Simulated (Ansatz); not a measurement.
Species: sum formula SiN2H5, charge 0, multiplicity 2. It need not be the lowest isomer of its formula. 
Coordinates optimised at B3LYP-D3(BJ)/def2-TZVP (Ansatz, an electronic-structure program):
SMILES: [NH][SiH2]N
```xyz
8

N      1.3167    -0.8871    -0.0377
Si     0.1441     0.4163    -0.0034
N     -1.4914    -0.0802     0.0412
H      2.2860    -0.5573    -0.0641
H      0.4035     1.2169     1.2205
H      0.3354     1.2205    -1.2374
H     -1.9326    -0.4678    -0.7781
H     -1.8866    -0.4701     0.8825
```
Charge 0, spin multiplicity 2.

Dipole moments at this geometry, in debye (magnitudes).

| level | program | dipole (D) |
|---|---|---|
| BLYP/def2-TZVPD | Ansatz | 0.57 |
| revPBE/def2-TZVPD | Ansatz | 0.53 |
| r2SCAN/def2-TZVPD | Ansatz | 0.46 |
| B97M-V/def2-TZVPD | Ansatz | 0.42 |
| B3LYP/def2-TZVPD | Ansatz | 0.47 |
| PBE0/def2-TZVPD | Ansatz | 0.43 |
| BHLYP/def2-TZVPD | Ansatz | 0.39 |
| r2SCANh/def2-TZVPD | Ansatz | 0.43 |
| r2SCAN0/def2-TZVPD | Ansatz | ___ |
| HSE06/def2-TZVPD | Ansatz | 0.43 |
| wB97M-V/def2-TZVPD | Ansatz | 0.41 |
| wB97X-V/def2-TZVPD | Ansatz | 0.41 |
| CCSD(T)/aug-cc-pV(D+d)Z | Ansatz | ___ |

### Question
Some entries are withheld; supply them.

### Answer

- r2SCAN0/def2-TZVPD, dipole (D): 0.39
- CCSD(T)/aug-cc-pV(D+d)Z, dipole (D): 0.40
